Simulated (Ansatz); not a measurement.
CH2ClFO2Si (`O[Si@]1(Cl)O[C@@H]1F`). The species carries charge 0 and has multiplicity 1. All single points use the PBE0-D4/def2-TZVP geometry. It is one conformer, not always the lowest.

```xyz
8

O     1.164   -0.800    1.290
Si    0.475    0.351    0.391
Cl    1.554    2.027    0.649
O    -1.165    0.478    0.344
C    -0.675    0.061   -0.966
F    -1.077   -1.203   -1.267
H     0.713   -1.649    1.322
H    -0.988    0.734   -1.762
```

(1) What is the dipole moment at B3LYP/def2-TZVPP? (An estimate is asked.)

(2) And with PBE, r2SCAN, ωB97M-V? (Estimate.)

(3) Give the Mulliken charges with B3LYP, ωB97M-V, r2SCAN in def2-TZVPP. (An estimate is asked.)

Answers

(1) Computed: 1.07 D, with components (0.96, -0.42, -0.19) D in this frame, pointing from negative to positive charge.

(2) Computed: PBE 0.95 D, r2SCAN 1.00 D, ωB97M-V 1.11 D.

(3) The calculation gave: 
```csv
atom,B3LYP,ωB97M-V,r2SCAN
O1,-0.36,-0.34,-0.38
Si2,0.67,0.64,0.71
Cl3,-0.18,-0.15,-0.19
O4,-0.36,-0.35,-0.36
C5,0.13,0.09,0.13
F6,-0.22,-0.21,-0.21
H7,0.21,0.20,0.22
H8,0.12,0.12,0.08
```

B3LYP here is the variant with VWN-RPA as its local correlation; programs differ in this.
